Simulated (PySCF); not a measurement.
Deuteron quadrupole couplings in `C=C1C=C(C)C=C1F`

Species: C₇H₇F.
Structure used (GFN2-xTB), in Å, numbered top down from 1:
```
atom  x, y, z in Å
C1    -2.542   -0.704    0.430
C2    -1.328   -0.235    0.138
C3    -0.023   -0.777    0.496
C4     0.939    0.022   -0.007
C5     2.412   -0.130    0.103
C6     0.310    1.134   -0.725
C7    -1.017    0.973   -0.634
F8    -1.974    1.761   -1.148
H9    -2.674   -1.604    1.005
H10   -3.432   -0.196    0.097
H11    0.112   -1.674    1.070
H12    2.859   -0.205   -0.888
H13    2.845    0.742    0.593
H14    2.666   -1.019    0.674
H15    0.843    1.920   -1.226
```

Level: B3LYP/pcJ-1 (PySCF, non-relativistic); Q(2H) = 0.00286 b; rigid geometry, the same for H and D, with no vibrational averaging.

Task: Rank these positions by the coupling χzz of a deuteron there, largest first.
A. H11 (vinylic hydrogen)
B. H13 (methyl hydrogen)
C. H10 (vinylic hydrogen)

Result: A (226 kHz), C (215 kHz), B (202 kHz).

Task: What are Vzz, η and χzz (234.96 MHz × Q × Vzz) at all hydrogens?

Result: 
```json
{"atom": "H9", "bonded to": "C1", "bond length (Å)": "1.077", "Vzz (au)": "0.3231", "η": "0.04", "χzz (kHz)": "217"}
{"atom": "H10", "bonded to": "C1", "bond length (Å)": "1.078", "Vzz (au)": "0.3196", "η": "0.04", "χzz (kHz)": "215"}
{"atom": "H11", "bonded to": "C3", "bond length (Å)": "1.073", "Vzz (au)": "0.3361", "η": "0.10", "χzz (kHz)": "226"}
{"atom": "H12", "bonded to": "C5", "bond length (Å)": "1.090", "Vzz (au)": "0.3003", "η": "0.03", "χzz (kHz)": "202"}
{"atom": "H13", "bonded to": "C5", "bond length (Å)": "1.090", "Vzz (au)": "0.3003", "η": "0.03", "χzz (kHz)": "202"}
{"atom": "H14", "bonded to": "C5", "bond length (Å)": "1.087", "Vzz (au)": "0.3046", "η": "0.04", "χzz (kHz)": "205"}
{"atom": "H15", "bonded to": "C6", "bond length (Å)": "1.074", "Vzz (au)": "0.3328", "η": "0.07", "χzz (kHz)": "224"}
```

Task: How does χzz go with the bond length over the 7 C–H bonds?

Result: A straight-line fit has a slope of -13.5 kHz for each 0.01 Å, with a correlation coefficient of -0.99, over lengths from 1.073 to 1.090 Å. The longer bonds have the smaller couplings here.

Geometry: GFN2-xTB; no solvent, vibrations or thermal averaging. GFN2-xTB bond lengths can be off by several hundredths of an ångström, more for odd bonds, and the gradients follow them. With a basis this small, the couplings can be 20 % off.

These values come from a run that also computed spin–spin couplings. Rough CPU time on one thread of a shared machine: about 1.9 min.
